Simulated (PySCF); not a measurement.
Compound: C7H12 (charge +1 and doublet state).
Cartesian coordinates in Å at the GFN2-xTB level; atoms count from 1:
```xyz
19
C7H12 angstrom
C     -2.1770    2.0661    0.6310
C     -1.5451    0.9565    0.5875
C     -0.8680   -0.2024    0.5979
C     -1.5696   -1.5001    0.6207
C      0.6120   -0.1770    0.5382
C      1.0402   -0.1400   -0.9611
C      2.5445    0.0045   -1.0568
H     -2.2252    2.6883    1.5178
H     -2.7248    2.4718   -0.2120
H     -1.3358   -2.0184    1.5552
H     -1.1946   -2.1475   -0.1752
H     -2.6466   -1.3944    0.5281
H      1.0147    0.7173    1.0157
H      1.0340   -1.0657    1.0057
H      0.5496    0.6917   -1.4688
H      0.7111   -1.0710   -1.4266
H      3.0557   -0.8023   -0.5383
H      2.8883    0.9556   -0.6562
H      2.8268   -0.0237   -2.1103
```

The hyperfine couplings belong to this conformer and change with its torsions.

Identity: `[CH2+]/[C]=C(/C)CCC` [radical] (charge +1).

Computed, not measured: PySCF 2.14.0, UKS B3LYP, pcH-1 on C H, non-relativistic, mean-field spin-orbit, GIAO. The structure is a single GFN2-xTB conformer in the gas phase; no vibrational or solvent corrections. Couplings are sensitive to structure, and on GFN2-xTB geometries they can be far from those on DFT ones, by a factor of two or more for some ions and for spin on atoms past the first row. The SCF solution wasn't tested for stability.

Principal values of hyperfine tensors in MHz (contact and dipolar terms together), for some of the nuclei:

```tsv
atom	isotope	A1	A2	A3
H8	1H	108.21	111.93	127.70
H9	1H	108.00	111.68	127.47
H10	1H	91.31	93.79	100.90
H11	1H	40.88	41.84	51.95
H19	1H	29.53	31.32	34.57
C1	13C	-39.46	-31.60	-10.18
C6	13C	10.04	10.40	37.25
C2	13C	-30.67	-24.17	93.84
```

Problem. Give the isotropic coupling of each nucleus in MHz and in mT (g = 2.0027), and the anisotropic part.

Solution. a_iso is a third of the trace, T = A − a_iso, and a(mT) = a(MHz)/(g × 13.996).

```
atom  a_iso (MHz)  a_iso (mT)      T1      T2     T3
  H8       115.95       4.136   -7.74   -4.02  11.75
  H9       115.72       4.128   -7.72   -4.04  11.76
 H10        95.33       3.401   -4.02   -1.55   5.57
 H11        44.89       1.601   -4.01   -3.05   7.06
 H19        31.80       1.135   -2.28   -0.48   2.76
  C1       -27.08      -0.966  -12.38   -4.52  16.90
  C6        19.23       0.686   -9.19   -8.83  18.02
  C2        13.00       0.464  -43.67  -37.17  80.84
```

Problem. What spin density at the nucleus of C1 lies behind its contact coupling (g_N = 1.40482)?

Solution. a_FC = (2μ0/3) gₑ μB g_N μN ρ(0)/(2S·h) = 800.24 MHz × g_N × ρ(0)/(2S), with ρ in bohr⁻³. With a_FC = -27.08 MHz and 2S = 1, ρ(0) = -0.02409 bohr⁻³.

Problem. H13 (1H, g_N = 5.58569) isn't in the table. Its spin density at the nucleus is 0.006226 bohr⁻³. What is its contact coupling?

Solution. By the same relation, a_FC = 27.8 MHz. Its full tensor has the principal values 23.01, 25.20, 35.28 MHz.

Problem. Which nucleus of the table has the largest anisotropic coupling, and what is its form?

Solution. C2: -43.7, -37.2, 80.8 MHz, rhombic: the two smaller values differ by 8 % of the largest.

Problem. What first-order splitting does H8 cause when the field lies along A1, A2 or A3 of its tensor (g taken as isotropic, no quadrupole term)?

Solution. 2 lines (I = 1/2), spaced by |A_i|/(g × 13.996): 3.86, 3.99, 4.56 mT along the axes of A1, A2 and A3.
